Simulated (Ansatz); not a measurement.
Reaction (ligand exchange at the Si–C bond): `[SiH3]C#[C][GeH3]` + `C=N[SiH2]N` → `C=N[SiH2]N[SiH3]` + `C#[C][GeH3]`

Gas-phase electronic energies from Ansatz, PBE0-D4/def2-TZVP geometries. CCSD(T)/CBS is the MP2 limit (def2-TZVPP, def2-QZVPP) plus CCSD(T) − MP2 in def2-TZVPP, frozen cores. DFT in def2-TZVPP. For Ge outer-core shells are correlated without core-valence functions, which leaves a few kJ/mol of doubt a bond. Scalar relativity is left out up to krypton. One conformer a species, not always the lowest.

`[SiH3]C#[C][GeH3]`:

Cartesian coordinates in Å:
```
Si -2.210 0.500 0.957
C -0.573 0.133 0.245
C 0.518 -0.113 -0.227
Ge 2.227 -0.504 -0.964
H -2.160 1.807 1.659
H -3.218 0.558 -0.130
H -2.578 -0.567 1.919
H 3.137 0.712 -0.760
H 2.058 -0.800 -2.459
H 2.800 -1.727 -0.240
```

`C=N[SiH2]N`:

```xyz
10

C    -1.140   -1.392   -0.873
N    -0.542   -0.290   -0.964
Si    0.766    0.180    0.100
N     0.495    1.648    0.928
H    -1.953   -1.647   -1.564
H    -0.903   -2.163   -0.120
H     0.976   -0.882    1.129
H     1.951    0.349   -0.773
H     0.486    2.521    0.425
H    -0.136    1.677    1.713
```

`C=N[SiH2]N[SiH3]`:

Cartesian coordinates in Å:
```
C 2.106 1.522 -0.322
N 1.374 1.115 0.615
Si 0.748 -0.512 0.705
N -0.967 -0.527 0.775
Si -2.075 -0.566 -0.549
H 2.422 0.899 -1.175
H 2.475 2.555 -0.333
H 1.165 -1.295 -0.494
H 1.295 -1.093 1.955
H -1.367 -0.348 1.686
H -2.842 0.703 -0.684
H -1.271 -0.782 -1.779
H -3.063 -1.669 -0.400
```

`C#[C][GeH3]`:

```xyz
7

C     1.353    0.658    1.324
C     0.539    0.263    0.528
Ge   -0.743   -0.361   -0.727
H     2.072    1.007    2.028
H    -1.582   -1.460   -0.066
H    -1.637    0.814   -1.140
H    -0.003   -0.920   -1.948
```

| level | ΔE (kcal/mol) | difference from CCSD(T)/CBS |
| --- | --- | --- |
| LDA (SPW92) | -2.7 | 1.6 |
| ωB97M-V | -4.5 | -0.2 |
| PBE-QIDH | -3.7 | 0.6 |
| PBE | -1.5 | 2.8 |
| r2SCANh | -3.1 | 1.2 |
| CCSD/def2-SVP | -4.5 | -0.2 |
| SCS-MP2/def2-TZVPP | -4.2 | 0.1 |
| CCSD/def2-TZVPP | -4.5 | -0.2 |
| HF/def2-QZVPP | -5.1 | -0.8 |
| MP2/CBS(def2) | -4.1 | 0.2 |
| CCSD(T)/CBS | -4.3 | 0 |

Largest T1 diagnostic among the species: 0.013.

The D4 term adds −1.2 kcal/mol with B3LYP and −0.7 kcal/mol with PBE0; it sums over pairs of atoms, weighted by their polarisabilities, and B3LYP, whose exchange is more repulsive, gets the larger term. From PBE to PBE0 (25 % exact exchange), in def2-TZVPP and without D4, ΔE moves by −1.0 kcal/mol.

B3LYP here is the variant with VWN-RPA as its local correlation; programs differ in this.
